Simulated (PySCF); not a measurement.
Changes within a family of molecules, several properties at once.

PySCF, wB97X-D/def2-SVPD, density fitting, gas phase; each molecule at its own PBE0-D3(BJ)/def2-SVP geometry, one conformer. Singlet excitations by full TDDFT with frozen cores, triplets by Tamm–Dancoff TDDFT and ionisation energies by ΔSCF, from the lowest of the holes tried. 

Reference: `FC1=C[CH2][GeH2][CH2]1`, with HOMO energy -8.83 eV, LUMO energy 1.91 eV, lowest singlet excitation 6.68 eV, lowest triplet excitation 4.40 eV, mean polarisability 74.8 au and vertical ionisation energy 9.08 eV.

Changes against it:

| molecule | Δ HOMO energy (eV) | Δ LUMO energy (eV) | Δ lowest singlet excitation (eV) | Δ lowest triplet excitation (eV) | Δ mean polarisability (au) | Δ vertical ionisation energy (eV) |
| --- | --- | --- | --- | --- | --- | --- |
| CC#CC1=C[CH2][GeH2][CH2]1 | +0.72 | -0.60 | -1.26 | -0.94 | +42.1 | -0.94 |
| CC(C)OC1=C[CH2][GeH2][CH2]1 | +0.85 | +0.14 | -0.59 | -0.07 | +41.9 | -1.10 |
| C1=C(C2CCC2)[CH2][GeH2][CH2]1 | +0.32 | +0.12 | -0.09 | -0.06 | +45.2 | -0.59 |
| OB(O)C1=C[CH2][GeH2][CH2]1 | +0.06 | -0.72 | -0.52 | -0.49 | +22.0 | -0.24 |

Rows whose labels were lost:

```
row  Δ HOMO energy (eV)  Δ LUMO energy (eV)  Δ lowest singlet excitation (eV)  Δ lowest triplet excitation (eV)  Δ mean polarisability (au)  Δ vertical ionisation energy (eV)
  P               -0.66               -2.16                             -1.45                             -0.96                       +41.7                              +0.41
  Q               +0.39               -0.06                             -0.37                             -0.22                       +41.0                              -0.65
```

Problem. Which row belongs to which of `[SiH3]CC1=C[CH2][GeH2][CH2]1` and `ClB(Cl)C1=C[CH2][GeH2][CH2]1`?

Solution. P = `ClB(Cl)C1=C[CH2][GeH2][CH2]1` and Q = `[SiH3]CC1=C[CH2][GeH2][CH2]1`. P and Q are told apart most clearly by the LUMO energy (-2.16 against -0.06 eV); Q comes close to the labelled row of `C1=C(C2CCC2)[CH2][GeH2][CH2]1` in every column.

Problem. Which row has the smallest HOMO–LUMO gap and which the largest, and does the HOMO or the LUMO shift more there?

Solution. Smallest, counted from the reference: P, -1.50 eV (HOMO -0.66, LUMO -2.16), the larger shift being that of the LUMO. Largest: `C1=C(C2CCC2)[CH2][GeH2][CH2]1`, -0.20 eV (HOMO +0.32, LUMO +0.12), the larger shift being that of the HOMO. The gap of the reference itself lies above all of them.
